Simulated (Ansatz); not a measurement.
CH7NSiTe (`N[SiH2]C[TeH]`), relaxed with RKS PBE0-D4/def2-TZVP in Ansatz 0.2.0 from a PBE-D4/def2-SVP geometry. The force threshold is 0.005 eV/Å; the program also tests the step.

The species carries charge 0 and has multiplicity 1. Te: def2 effective core potential.

Start:

```xyz
11

N    -0.360    0.339    1.965
Si   -0.063    0.632    0.266
C    -0.194   -0.982   -0.711
Te    0.382   -0.679   -2.804
H     0.148    0.911    2.645
H    -1.314    0.172    2.294
H     1.345    1.158    0.188
H    -0.995    1.618   -0.400
H     0.417   -1.801   -0.284
H    -1.246   -1.332   -0.771
H     1.880   -0.035   -2.386
```

```csv
step,energy (eV),largest force (eV/Å),largest move (Å)
1,-17808.0957,0.509,0.000
2,-17808.1428,0.371,0.081
3,-17808.1540,0.160,0.029
4,-17808.1559,0.177,0.033
5,-17808.1595,0.066,0.083
6,-17808.1599,0.073,0.013
7,-17808.1603,0.035,0.020
8,-17808.1607,0.130,0.038
9,-17808.1611,0.102,0.017
10,-17808.1618,0.104,0.067
11,-17808.1622,0.110,0.029
12,-17808.1627,0.127,0.023
13,-17808.1631,0.233,0.052
14,-17808.1639,0.186,0.026
15,-17808.1685,0.381,0.200
16,-17808.1718,0.115,0.159
17,-17808.1739,0.070,0.126
18,-17808.1765,0.032,0.060
19,-17808.1767,0.069,0.050
20 (rejected),-17808.1753,0.240,0.025
21,-17808.1771,0.014,0.013
22,-17808.1772,0.003,0.008
23,-17808.1772,0.005,0.009
24,-17808.1772,0.007,0.011
25,-17808.1772,0.014,0.025
26,-17808.1772,0.009,0.004
27,-17808.1772,0.005,0.005
28,-17808.1772,0.002,0.004
```

End:

```xyz
11

N    -0.436    0.610    1.900
Si   -0.029    0.622    0.233
C    -0.135   -1.027   -0.652
Te    0.443   -0.805   -2.709
H     0.190    0.242    2.596
H    -1.393    0.585    2.210
H     1.379    1.089    0.123
H    -0.958    1.555   -0.453
H     0.481   -1.801   -0.195
H    -1.170   -1.378   -0.684
H     1.628    0.307   -2.369
```

Run time 92 s (4 threads of an Arm Neoverse V2 on a shared host); peak host memory 0.51 GiB.
